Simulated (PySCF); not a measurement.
## Spinor energies of N (nitrogen, neutral)

Start: [He] 2s2 2p3; 2p1/2 filled at m_j = -1/2, +1/2; 2p3/2 filled at m_j = +3/2. Calculated with PySCF 2.14 in x2c-TZVPall-2c with one added diffuse shell each of s, p, d type (6s4p3d1f, 40 functions): generalised Hartree-Fock with the X2C-1e Hamiltonian and a Gaussian nucleus; one run each with spin-orbit coupling (SO) switched off, then screened by Boettger's factors.

```json
{"spinor shell": "1s1/2", "electrons": "2", "ε, spin-free (eV)": "-425.43", "ε, screened SO (eV)": "-425.43", "weight of nominal j (screened SO)": "1.000", "rms radius, screened SO (bohr)": "0.265"}
{"spinor shell": "2s1/2", "electrons": "2", "ε, spin-free (eV)": "-25.724", "ε, screened SO (eV)": "-25.724", "weight of nominal j (screened SO)": "1.000", "rms radius, screened SO (bohr)": "1.48"}
{"spinor shell": "2p1/2", "electrons": "2", "ε, spin-free (eV)": "-15.530", "ε, screened SO (eV)": "-15.534", "weight of nominal j (screened SO)": "0.501", "rms radius, screened SO (bohr)": "1.59"}
{"spinor shell": "2p3/2", "electrons": "1", "ε, spin-free (eV)": "-15.530", "ε, screened SO (eV)": "-15.522", "weight of nominal j (screened SO)": "1.000", "rms radius, screened SO (bohr)": "1.59"}
```

```json
{"quantity": "E (hartree)", "spin-free": "-54.43206", "screened SO": "-54.43206"}
{"quantity": "M_J", "spin-free": "3/2", "screened SO": "3/2"}
{"quantity": "⟨J²⟩", "spin-free": "3.758", "screened SO": "3.758"}
{"quantity": "⟨L²⟩", "spin-free": "0.000", "screened SO": "0.000"}
{"quantity": "⟨S²⟩", "spin-free": "3.758", "screened SO": "3.758"}
```

Each row is a mean over spinors that exchange with the open shell spreads, by up to 11.896 eV (2s1/2).

Rows whose weight is well below 1 are mixtures of j = l ± 1/2: exchange outweighs spin-orbit coupling there, and the label is only the starting occupation.

Without spin-orbit coupling the j labels of p, d and f shells carry no meaning; the spin-free column gives the mean over the occupied spinors of each nl shell.
